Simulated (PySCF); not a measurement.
Compound: C5H13ClSi2.
SMILES with atom numbers: `[CH3:1][CH2:2][C@@H:3]1[SiH2:4][CH2:5][Si@@H:6]1[CH2:7][Cl:8]` (hydrogens: H9, H10, H11 on C1; H12, H13 on C2; H14 on C3; H15, H16 on Si4; H17, H18 on C5; H19 on Si6; H20, H21 on C7)

Structure used (GFN2-xTB), in Å, numbered top down from 1:
```
atom  x, y, z in Å
C1    -2.6785   -0.8041    0.1485
C2    -1.1739   -1.0332    0.2145
C3    -0.4318    0.2394    0.6074
Si4   -0.4173    1.6996   -0.6534
C5     1.4690    1.8503   -0.3274
Si6    1.4904    0.2277    0.6931
C7     2.2803   -1.1882   -0.3161
Cl8    2.0534   -2.7247    0.5587
H9    -3.1957   -1.7107   -0.1585
H10   -2.9080   -0.0136   -0.5638
H11   -3.0600   -0.5049    1.1226
H12   -0.8222   -1.3796   -0.7596
H13   -0.9629   -1.8249    0.9379
H14   -0.8361    0.5742    1.5662
H15   -0.7234    1.2889   -2.0266
H16   -1.2237    2.8684   -0.2977
H17    1.7307    2.7226    0.2633
H18    2.0989    1.8730   -1.2115
H19    2.1233    0.2344    2.0160
H20    3.3520   -1.0631   -0.4464
H21    1.8264   -1.3147   -1.2952
```

Computed at PBE0/pcSseg-1 (PySCF, non-relativistic), with Q(35Cl) = −0.0817 b: Cl8, 35Cl (I = 3/2): χzz = -77.09 MHz, η = 0.023.

(1) Where would the pure quadrupole (NQR) lines of 35Cl at Cl8 fall for the rigid, isolated species?

(2) Apply the simplest Townes–Dailey estimate (no s hybridisation, no π bonding), ionic character = 1 − χzz/χ0, where χ0 is the coupling for one missing p electron along the bond: −109.74 MHz for 35Cl.

Results:

(1) From ν = (|χ|/2)√(1 + η²/3): ν = 38.55 MHz (alkyl chlorine). For 37Cl the ratio of quadrupole moments, 0.7881, gives 30.38 MHz.

(2) Cl8 on C7: 1 − (-77.09)/(-109.74) = 0.30. In this model a purely covalent bond gives χ0 and a free halide ion gives zero; s hybridisation or π bonding, where present, is counted here as ionic character.

In a crystal, neighbours and librations shift these lines. GFN2-xTB bond lengths can be off by several hundredths of an ångström, more for odd bonds, and the gradients follow them. With so small a basis the couplings can be 20 % off.

One conformer stands for the species.
